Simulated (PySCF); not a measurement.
SnOCl2 (singlet). Method: PBE0/[Sn def2-TZVP with ECP28, O def2-TZVP, Cl def2-TZVP], scalar-relativistic core potentials, density fitting, no spin–orbit coupling, PySCF.

Harmonic bands of its minimum:

```tsv
ω (cm⁻¹)	IR (km/mol)
120	3.7
134	25.3
148	42.1
383	22.1
386	80.8
848	49.7
```

The central atom is Sn. Infer the point group and assign the bands.

C2v. The modes span 3a1 + b1 + 2b2: 120 a1, 134 b1, 148 b2, 383 a1, 386 b2, 848 a1. The computed geometry has Sn–Cl 2.296 Å (×2), Sn–O 1.812 Å; Cl–Sn–Cl 103.6°, Cl–Sn–O 128.2° (×2).

Other isomers or separated fragments may lie lower.
